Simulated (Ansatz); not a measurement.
# Redistribution: B(CH3)2F + BH(CH3)(NH2) → B(CH3)2(NH2) + BH(CH3)F

Species: B(CH3)2F, singlet; BH(CH3)(NH2), singlet; B(CH3)2(NH2), singlet; BH(CH3)F, singlet. The partners trade F for NH2; both sit on B, so the bond types are kept.

Shapes, held fixed at every level: PBE0-D4/def2-TZVP. Programs: Ansatz 0.2.0. The zero-point and thermal change to 298 K, harmonic and unscaled (PBE0-D4/def2-TZVP), is 0.0 kJ/mol.

Problem. Estimate ΔH(298 K) of this reaction.

Solution. The highest level, CCSD(T)/CBS estimate, gives ΔH(298 K) = +10.0 kJ/mol; the levels span +10.0 to +12.9. The column of differences is taken from that level and isn't an error. No measured value is set beside it here. The CBS estimate extrapolates MP2 from def2-TZVPP and def2-QZVPP and adds CCSD(T) − MP2 in the triple-zeta set, cores frozen.

```csv
level,kind,ΔH(298 K) (kJ/mol),less CCSD(T)/CBS estimate
PBE-D4/def2-TZVPP,GGA,+12.2,+2.2
r2SCAN-D4/def2-TZVPP,meta-GGA,+12.9,+2.9
r2SCAN0-D4/def2-TZVPP,global hybrid,+12.6,+2.6
wB97M-V/def2-TZVPP,range-separated hybrid,+12.2,+2.2
MP2/def2-SVP,perturbation theory,+10.3,+0.3
CCSD/def2-SVP,coupled cluster or CI,+11.2,+1.2
CCSD/def2-TZVPP,coupled cluster or CI,+10.6,+0.6
CCSD(T)/CBS estimate,coupled cluster or CI,+10.0,0.0
```
